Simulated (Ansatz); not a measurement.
C2H8SSi can be A, `C[SiH2]CS`, or B, `CC([SiH3])S`.

Program: Ansatz. Geometries: PBE0-D4/def2-TZVP. ΔE: electronic, gas phase. CCSD(T)/CBS adds triple-zeta CCSD(T) − MP2 to the extrapolated MP2 energy (def2 sets, frozen cores). DFT in def2-TZVPP. B3LYP here is the variant with VWN-RPA as its local correlation; programs differ in this. Each species was taken in one conformer, which may not be the lowest.

(1) Which isomer does CCSD(T)/CBS put lower? Give the gap. (Estimate.)

(2) Give E(B) − E(A) in kcal/mol with B3LYP-D4, CCSD(T)/def2-SVP, CCSD(T)/def2-TZVPP, B3LYP, r2SCAN-D4, ωB97M-V, B2PLYP. (Estimate.)

(3) Does the order hold for the free energy at 298.15 K (harmonic terms from PBE0-D4)? (Estimate.)

Largest T1 diagnostic: 0.011.

## Answers

(1) The calculation gave: A, by 10.4 kcal/mol.

(2) Ansatz gave: B3LYP-D4 10.6, CCSD(T)/def2-SVP 6.5, CCSD(T)/def2-TZVPP 10.0, B3LYP 11.1, r2SCAN-D4 11.2, ωB97M-V 11.0, B2PLYP 10.7. None reverses the order clearly.

(3) Ansatz gave: Yes: G(B) − G(A) = +10.3 kcal/mol, for one conformer each.

Leaving LDA and LC-ωPBE aside and taking each functional with its dispersion term where it has one, the values, not all of them listed here, spread over 1.5 kcal/mol, from revPBE-D4 to B97M-V. LDA lies −1.1 kcal/mol from PBE without D4. At CCSD(T), def2-SVP lies −3.9 kcal/mol from the extrapolated value and def2-TZVPP −0.3 kcal/mol.
